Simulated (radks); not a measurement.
Task: Method: scalar-relativistic Kohn-Sham, PBE, spin-polarised, spherical densities, finite nucleus; open shells are filled with parallel spins first (spin-orbit coupling, left out, can overturn this in heavy ions); Fermi nuclear charge, rms radius of each element as measured or else 0.836 A^(1/3) + 0.57 fm; computed with a radial shooting solver on a logarithmic mesh with Libxc functionals. Each species is in its NIST ground configuration. Rank Ce+, Tm+, La+, Yb+, Er+, Lu+, Nd+, Pr+, Gd+, Dy+, Pm+, Sm+, Eu+, Tb+, Ho+ by Delta-SCF ionisation energy (eV), largest first.

Result: Lu+ 14.045, Gd+ 12.549, Yb+ 12.438, Tm+ 12.306, Er+ 12.177, Ho+ 12.049, Dy+ 11.922, Tb+ 11.795, Eu+ 11.531, Sm+ 11.374, La+ 11.218, Pm+ 11.215, Nd+ 11.049, Pr+ 10.873, Ce+ 9.824.
